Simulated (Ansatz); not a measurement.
A run for Ansatz (a program for electronic structure): U-B3LYP/def2-TZVPP on BFHI (SMILES FBI), a point of a bond scan (R = 1.049 Å). Elements past Kr take the def2 small-core potentials; no spin–orbit coupling.

Ansatz 0.2 input:
```yaml
crystal:
  periodic: [false, false, false]
  atoms:
    - {symbol: B, position_ang: [-0.24474767, -1.33345574, 0.80641967]}
    - {symbol: F, position_ang: [0.58489233, -1.66169560, 1.35862563]}
    - {symbol: H, position_ang: [-1.26010087, -1.94582817, 0.81786299]}
    - {symbol: I, position_ang: [-0.08767701, 0.45862089, -0.34566142]}
basis:
  gaussian:
    orbitals: def2-TZVPP
hamiltonian:
  xc: {name: B3LYP}
magnetization: {spin_polarized: true, initial_magnetization: 0}
```

Program output:

```
WARN ansatz: RAYON_NUM_THREADS=1 ignored (pool sized by the plan → 1); use --threads N
Functional definition: B3LYP
integrals: 0.04 GiB planned
795 factors; their error is unknown
mean field: 0.52 GiB planned
mean field evaluation 1: about -11511.5618 eV, gradient 2.6e1 eV
mean field evaluation 2: about -11510.0354 eV, gradient 3.5e1 eV
mean field evaluation 4: about -11513.6264 eV, gradient 6.8e-1 eV
mean field evaluation 8: about -11513.8582 eV, gradient 1.4e-1 eV
mean field evaluation 16: about -11513.8582 eV, gradient 3.7e-5 eV
mean field -11513.85822117 eV, -423.1264852547 hartree, gradient 3.7e-5 eV, S^2 0.000000; 0 other end points of the search recorded, 0 dependent functions left out
reference -11513.85842155 eV, -423.1264926183 hartree; 20, 20 occupied and 106, 106 virtual orbitals, 795 factors
Total energy: -11513.85842155 eV, -423.1264926183 hartree
```

Self-consistency was reached.

Cost: roughly 2.3 core-seconds.
